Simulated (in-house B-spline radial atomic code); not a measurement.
A fraction x of an electron is removed from 3p in Cr⁵⁺, starting from [Ar] 3d1 and keeping the highest spin. Level of theory: non-relativistic LDA VWN5, spin-polarised, spherical fractional occupations, point nucleus; calculated with a radial B-spline atomic code at the basis-set limit.

```csv
x,E(x) - E(0) (eV),3p down level (eV)
0,0.0000,-124.223
0.06,7.4934,-125.559
0.22,27.8686,-129.135
0.33,42.2093,-131.606
0.46,59.5085,-134.539
0.5,64.9082,-135.444
0.58,?,?
0.74,?,?
0.86,115.1417,-143.647
0.98,132.5445,-146.402
1,135.4772,-146.862
```

Question: What belongs in the row x = 0.58?

Answer: An energy change of 75.8163 eV; 3p down at -137.259 eV.

Question: What belongs in the row x = 0.74?

Answer: An energy change of 98.0689 eV; 3p down at -140.902 eV.

Question: Check Janak's theorem between x = 0.06 and 0.22.

Answer: The slope of the energy is 127.34 eV; the orbital levels give 127.35 eV (-ε of the emptying orbital, averaged over the two points).
